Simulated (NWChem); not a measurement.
Isomers of Si$_{2}$H$_{4}$OF$_{2}$, each optimised at PBE0/def2-SVP with NWChem, gas phase unless a solvent is named. Flexible species stand in one conformer each, which need not be the lowest.  Relative energies count from the lowest isomer at each level and are electronic, without zero-point energy, on those geometries.

A: O[SiH2][SiH](F)F
B: O[Si@@H](F)[SiH2]F
C: F[SiH2]O[SiH2]F

| quantity | A | B | C |
|---|---|---|---|
| relative energy, PBE0/def2-TZVP (kcal/mol) | 32.9 | … | 0.0 |
| relative energy, r2SCAN/def2-TZVP (kcal/mol) | 35.8 | 35.8 | 0.0 |
| dipole (D), PBE0/def2-SVP | 1.13 | … | 1.62 |
| orbital gap (eV), PBE0/def2-SVP | 7.32 | … | 10.10 |
| highest harmonic frequency (cm⁻¹), PBE0/def2-SVP | 3926 | … | 2306 |

Question: What belongs in the gaps?

Answer: 
- relative energy, PBE0/def2-TZVP (kcal/mol), B: 32.4
- dipole (D), PBE0/def2-SVP, B: 2.56
- orbital gap (eV), PBE0/def2-SVP, B: 7.73
- highest harmonic frequency (cm⁻¹), PBE0/def2-SVP, B: 3921
